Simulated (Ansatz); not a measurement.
Isolated molecules relaxed with PBE0-D4/def2-TZVP in Ansatz; ΔE leaves out vibrations. CBS: MP2 limit from def2 TZ/QZ plus the TZ coupled-cluster correction, frozen cores. Functionals use def2-TZVPP. B3LYP here is the variant with VWN-RPA as its local correlation; programs differ in this. One conformer a species, not always the lowest.

Consider the isomerisation: `CCB(N)O` → `CBNCO`.

`CCB(N)O`:

Cartesian coordinates in Å:
```
C -1.138 -1.165 -0.810
C -0.650 -0.421 0.431
B 0.468 0.653 0.138
N 1.590 0.790 0.982
O 0.293 1.460 -0.963
H -1.956 -1.852 -0.576
H -1.493 -0.466 -1.569
H -0.335 -1.753 -1.262
H -0.311 -1.135 1.190
H -1.498 0.109 0.886
H 2.314 1.478 0.868
H 1.724 0.199 1.782
H 0.990 2.104 -1.098
```

`CBNCO`:

Z-matrix (Å, degrees):
```
C
B 1 1.567
H 1 1.095 2 110.3
H 1 1.095 2 110.4 3 -116.1
H 1 1.094 2 114.4 3 121.9
N 2 1.394 1 122.2 3 -121.4
H 2 1.203 1 121.3 3 58.6
C 6 1.435 2 126.4 1 -179.0
H 6 1.011 2 120.1 1 -1.3
O 8 1.405 6 112.9 2 113.3
H 8 1.095 6 107.3 2 -10.5
H 8 1.093 6 110.9 2 -129.2
H 10 0.962 8 107.7 6 -60.6
```

Is it downhill or uphill in electronic energy at CCSD(T)/CBS, and by how much? (Best estimate.)

The calculation gave: Uphill: ΔE = +1.96 eV.

What do these levels give: B3LYP-D4, PBE, PBE0, HF/def2-TZVPP, MP2/def2-TZVPP, MP2/CBS(def2)? (Best estimate.)

Ansatz gave: B3LYP-D4 1.90, PBE 1.83, PBE0 1.89, HF/def2-TZVPP 1.94, MP2/def2-TZVPP 2.01, MP2/CBS(def2) 2.03 eV.

Largest T1 diagnostic among the species: 0.012.

From PBE to PBE0 (25 % exact exchange), in def2-TZVPP and without D4, ΔE moves by +0.06 eV.
